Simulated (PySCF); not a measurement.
**Worked example: chemical shift, span and skew from a shielding tensor**

Si(H)2(vinyl)(OMe) (C3H8OSi), SMILES C=C[SiH2]OC. Atoms are numbered in the order given.

```xyz
13

Si     0.8573    -0.0102     0.0000
C      0.2695    -1.7756     0.0000
C     -1.0330    -2.0824     0.0000
O     -0.5165     0.9346     0.0000
C     -0.4975     2.3406     0.0000
H      1.6939     0.2901     1.2043
H      1.6939     0.2901    -1.2043
H      1.0052    -2.5916     0.0000
H     -1.3873    -3.1203     0.0000
H     -1.7968    -1.2964     0.0000
H      0.0108     2.7446     0.8958
H     -1.5349     2.7096     0.0000
H      0.0108     2.7446    -0.8958
```
Charge 0, spin multiplicity 1.

Geometry optimised at ωB97X-D3(BJ)/def2-SVP. One conformer was computed; it need not be the lowest.

GIAO shieldings from PBE/pcSseg-1 (PySCF), non-relativistic, no solvent. The symmetric part of the tensor of C5 has the principal values 94.0, 96.7, 179.9 ppm. The same nucleus in TMS has σ = 182.0 ppm at this level (PySCF, at its B3LYP-D3(BJ)/def2-TZVP geometry).

Question: Work out the isotropic shielding, the ¹³C shift against TMS, the span and the skew.

Answer: 
σ(iso) = (σ11 + σ22 + σ33)/3 = 123.5 ppm. δ = σ(ref) − σ(iso) = 182.0 − (123.5) = 58.5 ppm.
Span Ω = σ33 − σ11 = 85.9 ppm. Skew κ = 3(σ(iso) − σ22)/Ω = 0.94. Tumbling in solution averages the tensor to δ; in a static solid the shielding alone would spread this spin-1/2 line over Ω.
